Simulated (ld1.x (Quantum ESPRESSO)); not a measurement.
How hard is this Al ultrasoft potential?

```json
{"Element": "Al (Z = 13)", "Generator": "ld1.x (Quantum ESPRESSO) 7.5", "Type": "ultrasoft", "Functional": "PBE", "Relativity": "scalar-relativistic", "Frozen core": "[Ne]", "Valence charge": "3", "Reference configuration": "3s2 3p1", "Partial waves": "3s (bound): rcut 1.55, rcutus 2.15 bohr; 3s channel at 0.05 Ry: rcut 1.55, rcutus 2.15 bohr; 3p (bound): rcut 2.25, rcutus 2.65 bohr; 3p channel at 0.45 Ry: rcut 2.25, rcutus 2.65 bohr", "Local potential": "all-electron potential smoothed inside 1.80 bohr (lloc = -1)", "Core correction": "none", "Augmentation charge": "PSQ, radius 1.25 bohr"}
```

The pseudo-atom Hamiltonian at the reference potential is diagonalised in spherical Bessel functions j_l(qr) that vanish at 20 bohr, with q² up to the cutoff. All-electron valence levels (Ry): 3s -0.5698, 3p -0.1993.

**Question.** How do the lowest levels (Ry) of each channel move with the cutoff, and are there ghosts?

**Answer.**

```csv
cutoff (Ry),s #1,s #2,p #1,p #2,d #1,d #2,f #1,f #2,Σ f·Δε (mRy)
8,-0.5697,-0.0231,-0.1990,0.0242,0.0456,0.1268,0.1021,0.2242,0.7
10,-0.5697,-0.0231,-0.1993,0.0242,0.0456,0.1268,0.1021,0.2242,0.3
12,-0.5697,-0.0231,-0.1993,0.0242,0.0456,0.1267,0.1021,0.2242,0.2
400,-0.5698,-0.0231,-0.1993,0.0242,0.0456,0.1267,0.1021,0.2242,0.0
```

Result: no extra level below or beside the all-electron valence levels (s, p, d, f tested); 10 mRy is reached at 6 Ry and 1 mRy at 8 Ry.
